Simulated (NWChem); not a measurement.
**Atomisation of C2HF2**

```xyz
5

C      0.5866    -1.3045     0.0000
C      0.0669    -0.0994     0.0000
F      0.7624     1.0212     0.0000
F     -1.2299     0.1754     0.0000
H      0.2866    -2.3456     0.0000
```
Charge 0, spin multiplicity 2.

Everything below was run with NWChem. Structure: optimised with UB3LYP/def2-SVP, a minimum by its harmonic frequencies.

Basis set: def2-TZVP. The atomisation energy is electronic alone: no zero-point, thermal, spin-orbit or counterpoise terms. No value is extrapolated to the basis-set limit. Free atoms are single determinants with multiplicities C 3, F 2, H 2. Correlated methods freeze the same cores in atoms and molecule, 4 orbitals in all.

Relative cost: rough, from shared machines, SCF included, LDA (SVWN5) = 1. Costs are the molecule's.

B3LYP has NWChem's definition, with VWN1-RPA local correlation. The structure started from a generated list of species. The unpaired electrons of the parent sit in orbitals of symmetry a' (Cs labels of the run); other states weren't searched. The stability of the SCF solutions was not checked. Open-shell Hartree-Fock references start from PBE0 orbitals; any time given for them includes that run.

| method | atomisation energy (kcal/mol) | relative cost | remark |
|---|---|---|---|
| LDA (SVWN5) | [?] | 1 | - |
| HF | 313.9 | 3 | spin-contaminated |
| MP2 | 458.6 | 5 | spin-contaminated |
| PBE0 | 468.8 | under 3 | - |
| BHandHLYP | [?] | under 3 | - |
| r2SCAN | 470.5 | under 3 | - |
| PBE | 490.5 | under 3 | - |
| BLYP | [?] | under 3 | - |
| B3LYP | 460.0 | under 3 | - |

Task: Fill in the missing entries.

Result: 
- LDA (SVWN5), atomisation energy (kcal/mol): 565.3
- BHandHLYP, atomisation energy (kcal/mol): 432.5
- BLYP, atomisation energy (kcal/mol): 467.5
